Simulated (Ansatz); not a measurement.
Consider the redistribution: `[SiH3][SiH2][GeH2][SiH2][GeH3]` + `O[SiH2]S` → `S[SiH2][SiH2][GeH3]` + `[OH][GeH2][SiH2][SiH3]`.

Gas-phase electronic energies from Ansatz, PBE0-D4/def2-TZVP geometries. CCSD(T)/CBS is the MP2 limit (def2-TZVPP, def2-QZVPP) plus CCSD(T) − MP2 in def2-TZVPP, frozen cores. Functionals use def2-TZVPP. B3LYP here is the variant with VWN-RPA as its local correlation; programs differ in this. For Ge outer-core shells are correlated without core-valence functions, which leaves a few kJ/mol of doubt a bond. Scalar relativity is left out up to krypton. One conformer a species, not always the lowest.

(1) Is it downhill or uphill in electronic energy at CCSD(T)/CBS, and by how much? (Best estimate.)

(2) What do these levels give: r2SCAN-D4, PBE0-D4, B3LYP-D4, B2PLYP, PBE, PBE0, B3LYP, MP2/def2-TZVPP, CCSD/def2-TZVPP, MP2/def2-QZVPP, SCS-MP2/def2-QZVPP, MP2/CBS(def2)? (Estimate.)

Largest T1 diagnostic among the species: 0.013.

Answers

(1) Computed: Uphill: ΔE = +110.3 kJ/mol.

(2) Ansatz gave: r2SCAN-D4 106.0, PBE0-D4 103.8, B3LYP-D4 105.9, B2PLYP 105.2, PBE 94.7, PBE0 100.6, B3LYP 100.9, MP2/def2-TZVPP 113.8, CCSD/def2-TZVPP 108.2, MP2/def2-QZVPP 115.1, SCS-MP2/def2-QZVPP 109.3, MP2/CBS(def2) 116.4 kJ/mol.

The D4 term adds +5.0 kJ/mol with B3LYP and +3.2 kJ/mol with PBE0; it sums over pairs of atoms, weighted by their polarisabilities, and B3LYP, whose exchange is more repulsive, gets the larger term. From PBE to PBE0 (25 % exact exchange), in def2-TZVPP and without D4, ΔE moves by +5.9 kJ/mol.
